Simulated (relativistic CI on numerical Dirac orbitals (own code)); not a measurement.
# V³⁺: 2p photoemission

Computed with this model: Dirac-Coulomb-Breit CI, KLI orbitals optimised for each configuration, model QED, valence Slater integrals scaled by 0.8, multiplet model of photoemission in the sudden approximation; configurations [Ar] 3d2 → [He] 2s2 2p5 3s2 3p6 3d2; 300 K; Lorentzian 0.5 eV and Gaussian 0.6 eV FWHM. Energies are those of the free ion, without screening or charge transfer. The energies are binding energies and can lie tens of eV above those of solids. S is read from ⟨S²⟩ = S(S + 1).

Field parameters in Wybourne normalisation: D3d B²₀ = −7Dσ, B⁴₀ = −14Dq − 21Dτ, B⁴₃ = −14√(10/7) Dq; D4h B²₀ = −7Ds, B⁴₀ = 21(Dq − Dt), B⁴₄ = 21√(5/14) Dq. The field is a parameter set, without covalency.

Computed curve for free ion, scaled to 100 at the maximum (points under 2 are left out and the grid is thinned):

(Energy (eV), Intensity): (561.4, 2.1), (561.8, 2.8), (562.2, 4.1), (562.5, 5.9), (562.9, 11.8), (563.3, 31.1), (563.7, 62.7), (564.1, 75.0), (564.5, 89.9), (564.8, 100.0), (565.2, 72.9), (565.6, 37.5), (566.0, 20.3), (566.4, 15.7), (566.7, 15.0), (567.1, 10.9), (567.5, 8.5), (567.9, 9.6), (568.3, 8.4), (568.7, 8.6), (569.0, 7.4), (569.4, 4.3), (569.8, 3.2), (570.2, 3.3), (570.6, 4.9), (571.0, 10.6), (571.3, 20.4), (571.7, 38.6), (572.1, 41.9), (572.5, 33.0), (572.9, 27.3), (573.2, 17.5), (573.6, 8.5), (574.0, 6.0), (574.4, 8.1), (574.8, 14.9), (575.2, 16.7), (575.5, 11.0), (575.9, 4.7), (576.3, 2.2)

The ground state has S = 1.00, and the centroid lies at 567.34 eV.
